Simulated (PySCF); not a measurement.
## Calculated NMR data

Computed data (PySCF 2.14): PBE0/pcSseg-1 with gauge-including orbitals, geometry from GFN2-xTB. A single conformation, non-relativistic, rapidly exchanging positions averaged, gas phase.

References, each an isolated molecule treated in the same way: TMS for $^{1}$H and $^{13}$C. Splittings of carbon signals by F and P are missing where no couplings were computed. Where no couplings were computed, multiplicities follow the n + 1 count of equivalent neighbours, and m marks all less simple cases (inequivalent or close neighbours, rings, F or P nearby). Shifts are as computed. Against solution values, carbons near 30 ppm lie about +3 ppm off and those near 130 ppm about +5 ppm (rms about the fit 2.1 ppm; single classes can miss by 10 ppm). Of 1328 compounds with measured shifts, 309 miss one by over three times the rms of a fit or turn the order of signals round; such compounds aren't used in these exercises. Signals without a measured value on file couldn't be tested in this way; 1H shifts scatter by 0.2 ppm about their fit, and single ones miss by 0.5 ppm.

Compound 1 (C$_{6}$H$_{5}$F$_{3}$O). $^{1}$H NMR (600 MHz, computed): δ 6.69 (m, 1H), 2.81 (m, 2H), 2.52 (m, 2H). $^{13}$C{$^{1}$H} NMR (computed): δ 209.2 (C), 172.3 (C), 142.3 (CH), 132.1 (C), 37.2 (CH2), 28.9 (CH2). Structure: `O=C1C=C(C(F)(F)F)CC1`.

Compound 2 (C$_{6}$H$_{5}$F$_{3}$O). $^{1}$H NMR (600 MHz, computed): δ 6.11 (m, 1H), 5.98 (m, 1H), 2.05 (m, 3H). $^{13}$C{$^{1}$H} NMR (computed): δ 232.9 (C), 187.1 (C), 126.0 (C), 99.6 (CH), 94.6 (CH), 16.3 (CH3). Structure: `CC=C=CC(=O)C(F)(F)F`.

Compound 3 (C$_{4}$H$_{2}$F$_{5}$N). $^{1}$H NMR (600 MHz, computed): δ 10.25 (m, 1H), 2.08 (m, 1H). $^{13}$C{$^{1}$H} NMR (computed): δ 170.9, 127.4, 122.9, 27.1. Structure: `FC(C(F)(F)F)(F)[C@@H]1C=N1`.
